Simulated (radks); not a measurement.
The numbers below are computed, except where a source is named.
Ge2+, configuration [Ar] 3d10 4s2.

Level of theory: scalar-relativistic Kohn-Sham, LDA (Slater exchange, Perdew-Wang correlation), spin-polarised, spherical densities, point nucleus (a radial shooting solver on a logarithmic mesh with Libxc functionals).

Energy parts (eV):
part                       energy
total                  -57008.990
kinetic                 58021.220
electron-nucleus      -136887.880
Hartree                 23926.174
exchange-correlation    -2068.505

Orbitals (lengths in bohr, moments of r in powers of bohr):
orbital  occ.  eigenvalue (eV)     <r^2>       <r^4>   <1/r>
1s          2        -10961.52  0.002981  0.00002286   32.33
2s          2        -1389.552   0.05221    0.004722   7.094
2p          6        -1218.193   0.04143    0.003454   6.963
3s          2        -187.8108    0.4514      0.3295   2.282
3p          6        -135.4544    0.4941      0.4253   2.130
3d         10         -49.5488    0.6846       1.130   1.787
4s          2         -29.6316     4.247       28.11  0.6785
4p          0         -20.1173     6.093       59.33  0.5604
5s          0          -9.6144     23.66       808.9  0.2888

The highest occupied level is 4s at -29.632 eV. For comparison, the ionisation energy in NIST's Atomic Spectra Database is 34.058 eV (measured). In exact Kohn-Sham theory the highest level is minus the ionisation energy, but local and semilocal functionals leave it too shallow, through self-interaction and a potential that decays too fast; potentials with the right tail come closer. Summed over all electrons, <r^2> = 19.57 bohr^2, which gives a Langevin (diamagnetic) susceptibility term of -15.5 x 10^-6 cm^3/mol. The density falls to 0.001 e/bohr^3 at r = 3.40 bohr.

Run on one thread of a shared host, so times are rough (Arm Neoverse V2): 0.17 s of CPU time, 0.17 s wall, 15 iterations on 2541 mesh points.
